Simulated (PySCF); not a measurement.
Predicted microwave data (PySCF, PBE0-D3(BJ)/def2-SVP geometry optimisation, gas phase) for one isomer of BH9NPSi2:

```
Rotational constants : A = 3547, B = 1357, C = 1011 MHz
Dipole components    : |μa| = 1.15 D, |μb| = 0.52 D, |μc| = 0.72 D
Inertial defect      : -15.13 u·Å²
κ                    : -0.73
```

**Question.** Which candidate fits, each taken in the one conformer that was computed?
A. `[BH2:1][N:2]([SiH3:3])[SiH2:4][PH2:5]` with B1–N2–Si4–P5 161°, N2–Si4–P5–H -83° and -178°
B. `[SiH3:1][N:2]([SiH3:3])[BH:4][PH2:5]` with N2–B4–P5–H -139° and -41°

**Answer.** B. It is [SiH3]N([SiH3])BP, an asymmetric top. The candidates at the same level (rigid rotor, commonest isotopes):

```csv
SMILES,A (MHz),B (MHz),C (MHz),μa (D),μb (D),μc (D),Δ (u·Å²),point group,rotor
[SiH3]N([SiH3])BP,3547,1357,1011,1.15,0.52,0.72,-15.13,–,asymmetric top
BN([SiH3])[SiH2]P,3351,1621,1151,0.91,0.04,0.26,-23.59,C1,asymmetric top
```

`BN([SiH3])[SiH2]P` has B 19 % too high. No structure here is proved a minimum.
